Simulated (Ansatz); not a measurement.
Mulliken charges of `[NH2][In]([SH])[SH]` from r2SCAN/def2-TZVPP in Ansatz (PBE0-D4/def2-TZVP geometry).

| atom | x (Å) | y (Å) | z (Å) | charge (e) |
| --- | --- | --- | --- | --- |
| N1 | -1.676 | 0.142 | 0.543 | -0.510 |
| In2 | 0.172 | 0.010 | -0.250 | 0.733 |
| S3 | 2.110 | 0.118 | 1.128 | -0.374 |
| S4 | 0.438 | -0.059 | -2.611 | -0.380 |
| H5 | -2.434 | -0.211 | -0.023 | 0.153 |
| H6 | -1.787 | -0.193 | 1.489 | 0.147 |
| H7 | 1.398 | 0.222 | 2.263 | 0.111 |
| H8 | 1.779 | -0.030 | -2.538 | 0.119 |

Question: By hand: the dipole of these point charges (1 e Å = 4.8032 D).

Answer: Σ q r = (-0.243, -0.126, 0.275) e Å, of length 0.388 e Å = 1.86 D.

Question: How does the dipole of the full density compare? (An estimate is asked.)

Answer: The calculation gave: (-0.239, -0.174, 0.260) e Å, 1.89 D; the point charges give 0.98 times that, at 7° from its direction.

Point charges leave out the atoms' own dipoles, such as those of lone pairs, and Mulliken's split depends on the basis, so the close match here is no proof of good charges.
